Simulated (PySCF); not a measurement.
Vertical excitations of a molecule C2H8FNSi2 from TDDFT-LC-ωPBE/def2-SVPD run with PySCF, as energy in eV (oscillator strength): 6.27 (0.001), 6.50 (0.236), 6.68 (0.011), 6.96 (0.119), 7.42 (0.119), 7.52 (0.040), 7.88 (0.039), 7.97 (0.021), 8.01 (0.028), 8.24 (0.068). Lowest triplet (TDA): 3.96 eV. Geometry optimised at B3LYP-D3(BJ)/def2-SVP. The values are those of a single conformer.

Problem. Which structure fits?
A) C=C[Si@H](N)[SiH2]F
B) F[SiH2]C/C=N/[SiH3]
C) FC[Si@@H]1CN[SiH2]1
D) C[SiH2]/C=N/[SiH2]F

Solution. A, C=C[Si@H](N)[SiH2]F
